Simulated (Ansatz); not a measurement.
Mulliken charges of BGeH₂IS, SMILES `I[B]1[S][GeH2]1` from ωB97M-V/def2-TZVPP in Ansatz (PBE0-D4/def2-TZVP geometry).

```json
{"atom": "I1", "x (Å)": "-1.581", "y (Å)": "-2.648", "z (Å)": "0.096", "charge (e)": "0.066"}
{"atom": "B2", "x (Å)": "-0.249", "y (Å)": "-1.037", "z (Å)": "0.109", "charge (e)": "0.020"}
{"atom": "S3", "x (Å)": "1.450", "y (Å)": "-0.799", "z (Å)": "0.430", "charge (e)": "-0.160"}
{"atom": "Ge4", "x (Å)": "0.017", "y (Å)": "0.923", "z (Å)": "-0.161", "charge (e)": "-0.017"}
{"atom": "H5", "x (Å)": "0.463", "y (Å)": "1.544", "z (Å)": "-1.489", "charge (e)": "0.046"}
{"atom": "H6", "x (Å)": "-0.059", "y (Å)": "1.954", "z (Å)": "0.969", "charge (e)": "0.045"}
```

Problem. By hand: the dipole of these point charges (1 e Å = 4.8032 D).

Solution. Σ q r = (-0.323, 0.076, -0.082) e Å, of length 0.342 e Å = 1.64 D.

Problem. How does the dipole of the full density compare? (Estimate.)

Solution. Ansatz gave: (-0.107, 0.321, -0.076) e Å, 1.67 D; the point charges give 0.98 times that, at 57° from its direction.

Point charges leave out the atoms' own dipoles, such as those of lone pairs, and Mulliken's split depends on the basis, so the two needn't agree.
